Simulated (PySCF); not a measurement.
Job file and geometry (Å, from GFN2-xTB) of an NMR shielding run on SMILES C1C([Si@@H](C=C)[SiH2]O[SiH3])C1, C₅H₁₄OSi₃, GIAO PBE0/pcSseg-1 NMR shielding, non-relativistic, gas phase in PySCF; density fitting, a coarse starting grid and PySCF grid level 2 are the driver's defaults:

```
$ OMP_NUM_THREADS=1 python probes_run.py task.json out

{"job": {"kind": "nmr", "xc": "PBE0", "basis": "pcSseg-1"}, "charge": 0, "multiplicity": 1}
C     -2.491101    -2.825430     0.316211
C     -2.145664    -1.648656    -0.180484
Si    -0.670917    -0.621681     0.401691
Si     1.135907    -0.968756    -1.003556
O      2.438058    -0.238701    -0.353198
Si     3.536106     0.291571     0.704600
C     -1.266106     1.179044     0.417721
C     -0.279783     2.302248     0.258602
C     -1.234172     1.994968    -0.845845
H     -1.941771    -3.274977     1.127340
H     -3.333103    -3.393879    -0.049764
H     -2.741528    -1.246882    -0.992461
H     -0.412273    -0.973918     1.818397
H      1.523113    -2.375566    -1.175693
H      1.071122    -0.359551    -2.339047
H      2.820249     1.021490     1.752391
H      4.228489    -0.873672     1.250719
H      4.418459     1.159367    -0.070855
H     -2.101573     1.397591     1.075394
H      0.761541     2.054313     0.114786
H     -0.432433     3.204124     0.833842
H     -2.044765     2.684169    -1.034034
H     -0.842609     1.539769    -1.743738
```

Task: What does the program print?

Result: 
```
coarse grid: 20072 points
cycle   1  E = -1141.7077530517  dE =  9.376e-01  |g| = 8.563e-01  |ddm| = 4.333e+00
cycle   2  E = -1141.4843188212  dE =  2.234e-01  |g| = 1.370e+00  |ddm| = 1.960e+00
cycle   3  E = -1141.8477398514  dE = -3.634e-01  |g| = 1.381e-01  |ddm| = 1.441e+00
cycle   4  E = -1141.8513380910  dE = -3.598e-03  |g| = 5.273e-02  |ddm| = 1.799e-01
cycle   5  E = -1141.8520336838  dE = -6.956e-04  |g| = 9.811e-03  |ddm| = 5.371e-02
cycle   6  E = -1141.8520511505  dE = -1.747e-05  |g| = 4.713e-03  |ddm| = 1.298e-02
cycle   7  E = -1141.8520567485  dE = -5.598e-06  |g| = 9.638e-04  |ddm| = 4.492e-03
final grid: 178240 points
cycle   8  E = -1141.9147308589  dE = -3.507e-05  |g| = 1.050e-02  |ddm| = 3.062e-02
cycle   9  E = -1141.9147111558  dE =  1.970e-05  |g| = 1.443e-02  |ddm| = 2.059e-02
cycle  10  E = -1141.9147548769  dE = -4.372e-05  |g| = 1.505e-03  |ddm| = 1.250e-02
cycle  11  E = -1141.9147553190  dE = -4.421e-07  |g| = 2.547e-04  |ddm| = 1.404e-03
cycle  12  E = -1141.9147553315  dE = -1.247e-08  |g| = 6.828e-05  |ddm| = 2.994e-04
cycle  13  E = -1141.9147553325  dE = -9.895e-10  |g| = 2.479e-05  |ddm| = 8.970e-05
converged SCF energy = -1141.9147553325

GIAO shielding tensors (ppm)
atom      isotropic    diamagn.    paramagn.     s11        s22        s33       span
  0 C       44.251     252.644    -208.393    -81.783     51.836    162.701    244.485
  1 C       45.750     263.504    -217.754    -73.617     38.498    172.368    245.986
  2 Si     386.781     884.294    -497.513    348.934    384.781    426.628     77.694
  3 Si     381.030     880.473    -499.442    318.278    356.922    467.890    149.612
  4 O      340.925     399.611     -58.686    232.227    386.815    403.732    171.506
  5 Si     393.150     880.197    -487.047    355.847    359.224    464.379    108.532
  6 C      189.925     256.371     -66.446    160.644    182.144    226.986     66.342
  7 C      182.550     253.947     -71.397    154.410    176.188    217.054     62.643
  8 C      182.949     256.019     -73.070    154.205    176.791    217.851     63.645
  9 H       25.562      31.932      -6.371     21.567     24.715     30.403      8.835
 10 H       25.356      27.584      -2.228     21.857     24.588     29.623      7.767
 11 H       25.381      32.443      -7.062     22.344     24.409     29.390      7.046
 12 H       26.685      33.081      -6.396     23.691     25.251     31.114      7.423
 13 H       26.321      29.705      -3.384     22.275     25.713     30.976      8.701
 14 H       26.266      30.409      -4.143     23.377     25.423     29.997      6.620
 15 H       26.569      31.085      -4.516     22.767     26.741     30.200      7.433
 16 H       26.630      28.727      -2.097     23.114     24.717     32.058      8.944
 17 H       26.685      28.343      -1.658     23.206     24.698     32.151      8.944
 18 H       31.658      32.900      -1.242     24.564     27.964     42.445     17.882
 19 H       31.271      34.637      -3.366     23.892     28.714     41.206     17.314
 20 H       30.920      31.317      -0.397     24.782     26.461     41.516     16.734
 21 H       30.949      31.336      -0.387     24.970     26.214     41.663     16.692
 22 H       31.188      34.094      -2.906     24.774     28.991     39.798     15.024
```

Task: Turn these shieldings into chemical shifts. Referencing at the same level of theory: TMS for ¹³C (σref 186.93), ²⁹Si (σref 349.16), ¹H (σref 31.72); ¹⁷O (σref 336.08) against H2O.

Result: Averaging equivalent atoms: C 0: 142.7; C 1: 141.2; C 7: 4.4; C 8: 4.0; C 6: -3.0; Si 3: -31.9; Si 2: -37.6; Si 5: -44.0; O 4: -4.8; H 10: 6.36; H 11: 6.34; H 9: 6.16; H 14: 5.45; H 13: 5.40; H 15/16/17: 5.09; H 12: 5.03; H 20: 0.80; H 21: 0.77; H 22: 0.53; H 19: 0.45; H 18: 0.06 ppm. Experimental scales use liquid or dissolved standards, which lie at an offset from isolated H2O (liquid H2O: subtract about 36 ppm).

Size and cost of the density-fitted run: 244 basis functions, 2.2 min wall time on 1 thread of an Arm Neoverse N1, shared host; peak memory 1.1 GiB.
